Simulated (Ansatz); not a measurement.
CH₆SSi₂, SMILES `S[SiH]1C[SiH2]1`, one more setting.

```yaml
crystal:
  periodic: [false, false, false]
  atoms:
    - {symbol: S, position_ang: [-2.513975, 0.112805, -0.316363]}
    - {symbol: Si, position_ang: [-0.652328, 0.564474, 0.456212]}
    - {symbol: C, position_ang: [0.878188, 0.175793, -0.609790]}
    - {symbol: Si, position_ang: [0.796506, -1.090007, 0.737596]}
    - {symbol: H, position_ang: [-2.575608, 1.158327, -1.178100]}
    - {symbol: H, position_ang: [-0.583876, 1.804528, 1.187525]}
    - {symbol: H, position_ang: [1.668180, 0.914213, -0.641200]}
    - {symbol: H, position_ang: [0.662479, -0.175104, -1.662057]}
    - {symbol: H, position_ang: [0.506842, -2.482311, 0.372479]}
    - {symbol: H, position_ang: [1.911238, -1.027095, 1.732232]}
basis:
  gaussian: {orbitals: aug-cc-pVTZ, nuclear_model: gaussian}
hamiltonian: {xc: {name: revPBE0}, dispersion: d3bj, pseudopotentials: {relativity: none}}
```

```sh
$ ansatz run in.yaml --threads 2 --pin off --events-out ev --progress --plain --max-ram 4352MiB
```

Shortened log:

```
Functional definition: revPBE0
1649 factors; their error is unknown
mean field evaluation 1: about -27713.2130 eV, gradient 5.8e1 eV
mean field evaluation 2: about -27702.2101 eV, gradient 7.8e1 eV
mean field evaluation 4: about -27721.3616 eV, gradient 3.7e0 eV
mean field evaluation 8: about -27721.3973 eV, gradient 4.4e-2 eV
mean field evaluation 16: about -27721.5234 eV, gradient 2.9e-5 eV
mean field -27721.52342782 eV, -1018.7471956489 hartree, gradient 2.9e-5 eV, S^2 0.000000; 0 other end points of the search recorded, 0 dependent functions left out
reference -27721.52349954 eV, -1018.7471982846 hartree; 28, 28 occupied and 306, 306 virtual orbitals, 1649 factors
Total energy: -27722.09458476 eV, -1018.7681852794 hartree
```

It took 8.5 s on 2 threads of an AMD EPYC 7B13 on a shared host, with 0.91 GiB of host memory at the peak.
